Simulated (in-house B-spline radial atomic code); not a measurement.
Results of a calculation; reference values are marked as such.
# Correlation energy from the adiabatic connection: ω²r²/2, ω = 26.1

Two electrons in a singlet, external potential ω²r²/2, ω = 26.1 (atomic units). Full CI in B-splines (partial waves to l = 8, correlation up to 0.6 % small) with the density held fixed gives W(λ) = <V_ee>_λ − U, and E_c is the integral of W(λ) − W(0) from 0 to 1.

| λ | W(λ) − W(0) (hartree) |
| --- | --- |
| 0 | 0.00000 |
| 0.02 | -0.00198 |
| 0.05 | -0.00495 |
| 0.12 | -0.01184 |
| 0.25 | -0.02448 |
| 0.4 | -0.03882 |
| 0.6 | -0.05756 |
| 0.8 | -0.07587 |
| 1 | -0.09376 |

(1) Integrate the table by the trapezoid rule.

(2) Now use only three numbers: W(0) = -4.0209, the initial slope W'(0) = -0.09935 (extrapolated from the first points) and the strong-coupling limit of the point-charge-plus-continuum model, W∞ = -5.5019. What do second-order theory and the interpolation W(λ) = W∞ + (W(0) − W∞)/√(1 + 2χλ) of Seidl, Perdew and Levy give?

Answers

(1) The strips give -0.00002, -0.00010, -0.00059, -0.00236, -0.00475, -0.00964, -0.01334, -0.01696, which sum to -0.04776 hartree. The direct value, W(1) − W(0) + T_c with T_c = 0.04597, is -0.04779; the curve is convex, so chords lie above it and the trapezoids fall short in size by 0.06 %.

(2) Second order keeps the slope alone: E_c = W'(0)/2 = -0.04967, +4 % in size against -0.04779. Matching the slope fixes χ = W'(0)/(W∞ − W(0)) = -0.09935/(-1.48100) = 0.06708. Integrating, with s = √(1 + 2χ) = 1.064972, E_c = −(W(0) − W∞)(s − 1)/(s + 1) = −1.48100 × 0.064972/2.064972 = -0.04660 hartree, -2.5 % in size against the full result. At λ = 1 the formula gives W − W(0) = -0.09035 against -0.09376. Part of the miss can come from the model's W∞.
